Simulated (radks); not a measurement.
Question: The mean radii <r> (bohr) of the occupied orbitals of an atom or ion are listed with their occupations. All-electron calculation, scalar-relativistic Kohn-Sham, PBE, spin-polarised, spherical densities, finite nucleus; Fermi nuclear charge, rms radius of each element as measured or else 0.836 A^(1/3) + 0.57 fm. Program: a radial shooting solver on a logarithmic mesh with Libxc functionals.

orbital  occ.     <r>
1s          2  0.1028
2s          2  0.4435

Name the element and its charge. Open shells, if any, are filled with parallel spins first.

Answer: Z = 15, phosphorus, charge +11: P11+ in [He] 2s2. The 1s radius gives Z: for a bare nucleus <r> = (2 gamma + 1)/(2Z) with gamma = sqrt(1 - (Z/c)^2), 0.0996 bohr for Z = 15, and screening makes it slightly larger (0.1028 here). The occupations add up to 4, and the charge is Z minus that.
